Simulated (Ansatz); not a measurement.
`CB(O)[SiH]1CO1` + H₂S → `S[SiH]1CO1` + `CBO`  (cleavage of the Si–B bond)

Computed with Ansatz on PBE0-D4/def2-TZVP structures; ΔE is electronic, products minus reactants. CCSD(T)/CBS is the MP2 limit (def2-TZVPP, def2-QZVPP) plus CCSD(T) − MP2 in def2-TZVPP, frozen cores. This one scheme is used for every species. DFT in def2-TZVPP. B3LYP here is the variant with VWN-RPA as its local correlation; programs differ in this. HSE06 is defined as in plane-wave codes. Each species was taken in one conformer, which may not be the lowest.

```json
{"level": "HSE06-D4", "ΔE (eV)": "-0.81"}
{"level": "BHLYP-D4", "ΔE (eV)": "-0.90"}
{"level": "CAM-B3LYP-D4", "ΔE (eV)": "-0.85"}
{"level": "B2PLYP", "ΔE (eV)": "-0.89"}
{"level": "revPBE", "ΔE (eV)": "-0.78"}
{"level": "B3LYP", "ΔE (eV)": "-0.86"}
{"level": "HF/def2-TZVPP", "ΔE (eV)": "-1.00"}
{"level": "CCSD/CBS(def2)", "ΔE (eV)": "-0.89"}
```

(1) What does CCSD(T)/CBS give? (Best estimate.)

Largest T1 diagnostic among the species: 0.015.

Results:

(1) Ansatz gave: -0.87 eV. The listed levels differ from it by 0.06, -0.03, 0.02, -0.02, 0.09, 0.01, -0.13, -0.02 eV.

From BLYP to BHLYP (50 % exact exchange), in def2-TZVPP and without D4, ΔE moves by −0.11 eV. At CCSD(T), def2-SVP lies +0.13 eV from the extrapolated value and def2-TZVPP +0.04 eV. Leaving LDA and LC-ωPBE aside and taking each functional with its dispersion term where it has one, the values, not all of them listed here, spread over 0.16 eV, from BHLYP-D4 to revPBE-D4. LDA lies +0.04 eV from PBE without D4.
